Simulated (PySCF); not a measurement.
AlFH₅NSi, AlFH₃NSi (calculated)

Calculation on a computer-drawn molecule: the log of a Hartree-Fock and frozen-core CCSD(T) single point meant for a local Hartree-Fock minimum, with one planted fault or none, to be diagnosed. Offsets are logged minus clean, where the clean run is the same molecule without the fault. The reference is restricted for singlets and unrestricted otherwise, and also for a bond in bohr or an excited solution. Adding or removing an electron swaps singlet and doublet. The excited solution moves the top pair (singlet) or top alpha electron (doublet) to the lowest empty orbital. Highest occupied and lowest empty are orbital energies over both spins, largest force is the largest gradient component, triples share is (T) over the correlation energy, the T1 limit is 0.02 restricted and 0.045 unrestricted, electrons count all cores, a negative frequency is imaginary (commonest isotopes), and the dipole is about the centre of nuclear charge. Program: PySCF 2.14.0.

Common to all runs: meant charge 0; meant multiplicity 1; meant basis cc-pV(D+d)Z; logged SCF converged yes; logged CC converged yes; logged SCF stable within its kind yes; possible faults no fault, one electron removed, one electron added, multiplicity raised by two, geometry at a saddle point, SCF held on an excited solution, minimal basis STO-3G, one bond length entered in bohr, all coordinates scaled.

(1) AlFH₅NSi

Logged structure:
```xyz
9
AlFH5NSi
F     -2.1898    -0.4087     1.1033
Si    -0.8502    -1.1960     0.6470
N      0.3554    -0.1177     0.0974
Al     0.8324     0.3808    -1.5581
H     -1.2451    -2.0915    -0.4500
H     -0.4102    -1.9331     1.8433
H      0.8404     0.3537     0.8458
H      0.1021    -0.2895    -2.7796
H      1.9755     1.4559    -1.6965
```

| Quantity | Value |
| --- | --- |
| logged electrons | 48 |
| logged basis functions | 99 |
| logged spin squared | 2.0048 |
| logged highest occupied | -5.3725 eV |
| logged lowest empty | -3.3717 eV |
| logged largest force | 0.051496 hartree/bohr |
| logged T1 diagnostic | 0.059249 |
| logged D1 diagnostic | 0.39388 |
| logged triples share | 0.02551 |
| logged dipole magnitude | 2.7637 debye |
| logged energy HF | -687.55999 hartree |
| logged energy CCSD(T) | -688.13335 hartree |
| planted fault | multiplicity raised by two |
| HF energy offset from clean run | 139.9 kcal/mol |
| CCSD(T) energy offset from clean run | 140.3 kcal/mol |

Drawn bonds:
```
atom  other atom  order
   1           2      1
   2           3      1
   3           4      1
   2           5      1
   2           6      1
   3           7      1
   4           8      1
   4           9      1
```

Notes: T1 above single-reference limit.

(2) AlFH₃NSi

Logged structure:
```xyz
7
AlFH3NSi
F     -0.7777     2.7007     0.8090
Si     0.1011     1.8204    -0.2330
N      1.1552     0.9270     0.7693
Al     1.2847     0.9432     2.5973
H      0.7769     2.7685    -1.1389
H     -0.8443     0.9977    -1.0113
H      1.7845     0.3106     0.2730
```

| Quantity | Value |
| --- | --- |
| logged electrons | 46 |
| logged basis functions | 89 |
| logged spin squared | 0 |
| logged highest occupied | -8.3749 eV |
| logged lowest empty | 1.4117 eV |
| logged largest force | 2.429e-05 hartree/bohr |
| logged lowest frequency | 99.041 cm⁻¹ |
| logged T1 diagnostic | 0.013557 |
| logged D1 diagnostic | 0.036489 |
| logged triples share | 0.022444 |
| logged dipole magnitude | 2.641 debye |
| logged energy HF | -686.60844 hartree |
| logged energy CCSD(T) | -687.15496 hartree |
| planted fault | no fault |
| HF energy offset from clean run | 0 kcal/mol |
| CCSD(T) energy offset from clean run | 0 kcal/mol |

Drawn bonds:
```
atom  other atom  order
   1           2      1
   2           3      1
   3           4      1
   2           5      1
   2           6      1
   3           7      1
```
